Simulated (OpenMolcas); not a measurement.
Eu III: effect of the basis set

```yaml
Program: OpenMolcas
Method: CASSCF
Active_space: 7 electrons in 7 orbitals (4f)
State_averaging: 2S+1 = 8 odd, 1 root; 2S+1 = 6 odd, 48 roots; 2S+1 = 4 odd, 96 roots kept (CI in the orbitals of an earlier block); 2S+1 = 2 odd, 25 roots kept (CI in the orbitals of an earlier block, 0 in the spin-orbit step)
Spin-orbit_coupling: state interaction with AMFI integrals over the reference wave functions, term energies averaged over their components
```

A. ANO-RCC-VDZP [7s6p4d2f1g], DKH2, point nucleus; cost about 90 core-seconds
B. ANO-R2 [8s6p4d3f1g], X2C, finite nucleus; cost about 100 core-seconds
C. ANO-RCC-VTZP [8s7p5d3f2g1h], DKH2, point nucleus; cost roughly 90 core-seconds
D. ANO-R3 [9s8p6d5f3g1h], X2C, finite nucleus; cost roughly 2.5 core-minutes
E. ANO-RCC-VQZP [9s8p6d4f3g2h], DKH2, point nucleus; cost of the order of 2.5 core-minutes

Energies in cm⁻¹ above 4f⁷ ⁸S°_7/2, the measured ground level; measured values from Martin, Zalubas and Hagan, Atomic Energy Levels: The Rare-Earth Elements, NSRDS-NBS 60 (1978).

```json
{"Level": "4f⁷ ⁸S°_7/2", "A": "0.0", "B": "0.0", "C": "0.0", "D": "0.0", "E": "0.0", "Measured": "0.0"}
{"Level": "4f⁷ ⁶P°_7/2", "A": "36191", "B": "35979", "C": "35945", "D": "36018", "E": "36035", "Measured": "28200"}
{"Level": "4f⁷ ⁶P°_5/2", "A": "36525", "B": "36320", "C": "36288", "D": "36363", "E": "36378", "Measured": ""}
{"Level": "4f⁷ ⁶P°_3/2", "A": "37239", "B": "37050", "C": "37018", "D": "37095", "E": "37104", "Measured": ""}
{"Level": "4f⁷ ⁶I°_7/2", "A": "39258", "B": "39045", "C": "39011", "D": "39089", "E": "39102", "Measured": ""}
{"Level": "4f⁷ ⁶I°_9/2", "A": "39527", "B": "39321", "C": "39287", "D": "39366", "E": "39376", "Measured": ""}
{"Level": "4f⁷ ⁶I°_17/2", "A": "39633", "B": "39429", "C": "39396", "D": "39475", "E": "39484", "Measured": "32073"}
{"Level": "4f⁷ ⁶I°_11/2", "A": "39769", "B": "39570", "C": "39536", "D": "39615", "E": "39623", "Measured": "32180"}
{"Level": "4f⁷ ⁶I°_15/2", "A": "39899", "B": "39702", "C": "39669", "D": "39748", "E": "39755", "Measured": "32308"}
{"Level": "4f⁷ ⁶I°_13/2", "A": "39919", "B": "39723", "C": "39690", "D": "39769", "E": "39776", "Measured": ""}
{"Level": "4f⁷ ⁶D°_9/2", "A": "44292", "B": "44056", "C": "44016", "D": "44099", "E": "44110", "Measured": ""}
{"Level": "4f⁷ ⁶D°_1/2", "A": "45070", "B": "44854", "C": "44814", "D": "44900", "E": "44905", "Measured": ""}
{"Level": "4f⁷ ⁶D°_7/2", "A": "45319", "B": "45106", "C": "45066", "D": "45151", "E": "45156", "Measured": ""}
{"Level": "4f⁷ ⁶D°_3/2", "A": "45356", "B": "45146", "C": "45107", "D": "45193", "E": "45196", "Measured": ""}
{"Level": "4f⁷ ⁶D°_5/2", "A": "45534", "B": "45327", "C": "45287", "D": "45373", "E": "45376", "Measured": ""}
```

Deviations, from unrounded energies. A percentage is the sum of absolute deviations over the sum of measured energies, with the sign that they share, or ± where signs differ.

```
                        Against measurement  Levels      A      B      C      D      E
             mean absolute deviation (cm-1)       4   7700   7500   7400   7500   7500
other terms of the ground configuration (%)       4  +24.6  +24.0  +23.9  +24.1  +24.2
```

A, B, C, D, E lie about equally close to measurement. The largest miss of C in the table is 4f⁷ ⁶P°_7/2, by +7700 cm-1. The ranking rests on the paired levels alone, and a cruder setting can come out closer through cancelling errors.

Among A to E the level of the table that moves most is 4f⁷ ⁶D°_9/2, by 280 cm-1 (lowest in C, highest in A).

Only 96 quartet roots enter the spin-orbit mixing, so the splitting and order within the octet and the sextets are unsound, and g values and χT are rough. Without dynamic correlation excited terms often stand tens of per cent too high (terms of higher spin than the ground term too low), and those without a measured partner can miss by more than the paired ones. Measured partners are found by configuration, term and J. A level has none where our copy of the source lacks it or the pairing is in doubt (some pairs that miss far off the trend of their configuration count as doubtful), and it then counts in no deviation. Levels of configurations outside the active space are missing. Levels that lie high or do not pair safely by name in every column are left out.

° marks odd parity.
